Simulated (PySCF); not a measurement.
C4H12Ge, triplet, at the geometry of the source list (a higher spin typed on purpose: for a closed-shell molecule this is an excited state); M062X/6-31G run with PySCF.

Input for PySCF:
```python
from pyscf import gto, scf, dft

mol = gto.Mole()
mol.atom = '''
    Ge    0.738300    1.693100    0.196900
    C    -0.056600   -0.134800   -0.017900
    C    -0.234800   -0.768800    1.357700
    C     0.875400   -0.996300   -0.863000
    C    -1.413600   -0.016900   -0.703700
    H     1.969800    1.673700    1.047400
    H     1.126400    2.300200   -1.120500
    H    -0.222500    2.643100    0.845500
    H    -0.661200   -1.770000    1.266300
    H     0.723000   -0.852200    1.869900
    H    -0.904500   -0.168300    1.972400
    H     1.848400   -1.094300   -0.381900
    H     1.022900   -0.552100   -1.848200
    H     0.459000   -1.994800   -0.997100
    H    -1.308500    0.417500   -1.699000
    H    -2.082800    0.619200   -0.119800
    H    -1.878600   -0.998400   -0.805100
'''
mol.basis = '6-31g'
mol.charge = 0
mol.spin = 2
mol.verbose = 4
mol.build()

mf = dft.UKS(mol)
mf.xc = 'm062x'
mf.kernel()
```

**Question.** Write the output that PySCF gives for this input, abridged.

**Answer.** 
```
PySCF version 2.14.0

[INPUT] verbose = 4
[INPUT] num. atoms = 17
[INPUT] num. electrons = 68
[INPUT] charge = 0
[INPUT] spin (= nelec alpha-beta = 2S) = 2
[INPUT] symmetry False subgroup None
[INPUT] Mole.unit = angstrom
[INPUT] Symbol           X                Y                Z      unit          X                Y                Z       unit  Magmom
[INPUT]  1 Ge     0.738300000000   1.693100000000   0.196900000000 AA    1.395184797766   3.199495301501   0.372087073927 Bohr   0.0
[INPUT]  2 C     -0.056600000000  -0.134800000000  -0.017900000000 AA   -0.106958498650  -0.254735081591  -0.033826097630 Bohr   0.0
[INPUT]  3 C     -0.234800000000  -0.768800000000   1.357700000000 AA   -0.443707694048  -1.452821444566   2.565681159322 Bohr   0.0
[INPUT]  4 C      0.875400000000  -0.996300000000  -0.863000000000 AA    1.654266249444  -1.882734137904  -1.630833645500 Bohr   0.0
[INPUT]  5 C     -1.413600000000  -0.016900000000  -0.703700000000 AA   -2.671316849685  -0.031936371505  -1.329800273856 Bohr   0.0
[INPUT]  6 H      1.969800000000   1.673700000000   1.047400000000 AA    3.722382520168   3.162834614685   1.979299142869 Bohr   0.0
[INPUT]  7 H      1.126400000000   2.300200000000  -1.120500000000 AA    2.128587506710   4.346748031725  -2.117438122575 Bohr   0.0
[INPUT]  8 H     -0.222500000000   2.643100000000   0.845500000000 AA   -0.420464062716   4.994735119838   1.597763438320 Bohr   0.0
[INPUT]  9 H     -0.661200000000  -1.770000000000   1.266300000000 AA   -1.249486913562  -3.344815240480   2.392960191537 Bohr   0.0
[INPUT] 10 H      0.723000000000  -0.852200000000   1.869900000000 AA    1.366271988061  -1.610424603354   3.533598880324 Bohr   0.0
[INPUT] 11 H     -0.904500000000  -0.168300000000   1.972400000000 AA   -1.709257279669  -0.318040906764   3.727295808092 Bohr   0.0
[INPUT] 12 H      1.848400000000  -1.094300000000  -0.381900000000 AA    3.492969768646  -2.067927298112  -0.721686406971 Bohr   0.0
[INPUT] 13 H      1.022900000000  -0.552100000000  -1.848200000000 AA    1.933000852818  -1.043317793372  -3.492591823421 Bohr   0.0
[INPUT] 14 H      0.459000000000  -1.994800000000  -0.997100000000 AA    0.867384291175  -3.769625673282  -1.884245918804 Bohr   0.0
[INPUT] 15 H     -1.308500000000   0.417500000000  -1.699000000000 AA   -2.472706633993   0.788960657006  -3.210644685636 Bohr   0.0
[INPUT] 16 H     -2.082800000000   0.619200000000  -0.119800000000 AA   -3.935921572244   1.170118416331  -0.226389189723 Bohr   0.0
[INPUT] 17 H     -1.878600000000  -0.998400000000  -0.805100000000 AA   -3.550039497608  -1.886702562766  -1.521418502887 Bohr   0.0

nuclear repulsion = 378.1253332172
number of shells = 55
number of NR pGTOs = 226
number of NR cGTOs = 87
basis = 6-31g
ecp = {}

******** <class 'pyscf.dft.uks.UKS'> ********
method = UKS
initial guess = minao
damping factor = 0
level_shift factor = 0
DIIS = <class 'pyscf.scf.diis.CDIIS'>
diis_start_cycle = 1
diis_space = 8
diis_damp = 0
SCF conv_tol = 1e-09
SCF conv_tol_grad = None
SCF max_cycles = 50
direct_scf = True
direct_scf_tol = 1e-13
number electrons alpha = 35  beta = 33
XC library pyscf.dft.libxc version 7.1.2
    S. Lehtola, C. Steigemann, M. J. T. Oliveira, and M. A. L. Marques,  SoftwareX 7, 1–5 (2018)
XC functionals = m062x
    Y. Zhao and D. G. Truhlar,  Theor. Chem. Acc. 120, 215 (2008)
    Y. Zhao and D. G. Truhlar,  Theor. Chem. Acc. 120, 215 (2008)
radial grids:
    Treutler-Ahlrichs [JCP 102, 346 (1995); DOI:10.1063/1.469408] (M4) radial grids

becke partition: Becke, JCP 88, 2547 (1988); DOI:10.1063/1.454033
pruning grids: <function nwchem_prune>
grids dens level: 3
symmetrized grids: False
atomic radii adjust function: <function treutler_atomic_radii_adjust>
small_rho_cutoff = 0
Set gradient conv threshold to 3.16228e-05
tot grids = 194808
init E= -2235.98230541488

cycle= 1 E= -2235.8763171313  delta_E= 0.106  |g|= 0.191  |ddm|= 4.21

cycle= 2 E= -2235.89603558523  delta_E= -0.0197  |g|= 0.126  |ddm|= 0.872

cycle= 3 E= -2235.90445396494  delta_E= -0.00842  |g|= 0.0364  |ddm|= 0.185

cycle= 4 E= -2235.90576257167  delta_E= -0.00131  |g|= 0.0136  |ddm|= 0.279

cycle= 5 E= -2235.90605994753  delta_E= -0.000297  |g|= 0.0061  |ddm|= 0.113

cycle= 6 E= -2235.90618650568  delta_E= -0.000127  |g|= 0.00254  |ddm|= 0.123

cycle= 7 E= -2235.90620983202  delta_E= -2.33e-05  |g|= 0.000777  |ddm|= 0.0621

cycle= 8 E= -2235.90621185513  delta_E= -2.02e-06  |g|= 0.000408  |ddm|= 0.0167

cycle= 9 E= -2235.9062124279  delta_E= -5.73e-07  |g|= 0.000116  |ddm|= 0.00976

cycle= 10 E= -2235.90621250813  delta_E= -8.02e-08  |g|= 2.94e-05  |ddm|= 0.00436

cycle= 11 E= -2235.9062125111  delta_E= -2.96e-09  |g|= 9.39e-06  |ddm|= 0.0007

cycle= 12 E= -2235.90621251142  delta_E= -3.23e-10  |g|= 3.18e-06  |ddm|= 0.00023

Extra cycle  E= -2235.90621251141  delta_E= 1.09e-11  |g|= 2.33e-06  |ddm|= 3.44e-05
converged SCF energy = -2235.90621251141  <S^2> = 2.0050615  2S+1 = 3.0033724
```
